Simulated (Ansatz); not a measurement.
`CO[SiH]` + dimethylamine → `CN(C)[SiH]` + CH₃OH at 700 K and 1 bar (ligand exchange at the Si–O bond).

Gas-phase electronic energies from Ansatz, PBE0-D4/def2-TZVP geometries. CCSD(T)/CBS adds triple-zeta CCSD(T) − MP2 to the extrapolated MP2 energy (def2 sets, frozen cores). This one scheme is used for every species.

| species | CCSD(T)/CBS energy (Eh) | H − E (kJ/mol) | S (J/(mol·K)) |
| --- | --- | --- | --- |
| `CO[SiH]` | -404.67988 | 177.5 | 349.5 |
| `CNC` | -135.00321 | 296.9 | 352.4 |
| `CN(C)[SiH]` | -424.06348 | 304.9 | 408.4 |
| CH₃OH | -115.61712 | 170.8 | 288.5 |

H − E and S are ideal-gas, rigid-rotor, harmonic terms from PBE0-D4/def2-TZVP. 1 Eh = 2625.50 kJ/mol, R = 8.31446 J/(mol·K).

Problem. By hand: ΔE, ΔH, ΔS and ΔG.

Solution. ΔE = (-424.06348) + (-115.61712) − (-404.67988) − (-135.00321) = 0.00249 Eh = 6.5 kJ/mol. Δ(H − E) = 304.9 + 170.8 − 177.5 − 296.9 = 1.3, so ΔH = 7.8 kJ/mol. ΔS = 408.4 + 288.5 − 349.5 − 352.4 = -5.0 J/(mol·K). ΔG = 7.8 − 700 × (-5.0)/1000 = 11.3 kJ/mol.

Problem. By hand: the equilibrium constant, and the temperature at which ΔG would vanish if ΔH and ΔS stayed fixed.

Solution. log₁₀ K = −ΔG/(RT ln 10) = -0.8. ΔH and −TΔS have one sign here, so there is no such temperature. One of them is within its doubt of zero, so this could turn.

TΔS isn't small against ΔH here. A doubt of 5 kJ/mol in ΔE shifts log₁₀ K by 0.4 here. These are equilibria of isolated gas molecules and say nothing of rates. Largest T1 diagnostic: 0.015 (customary marks: 0.02 for closed shells, 0.045 for open ones).
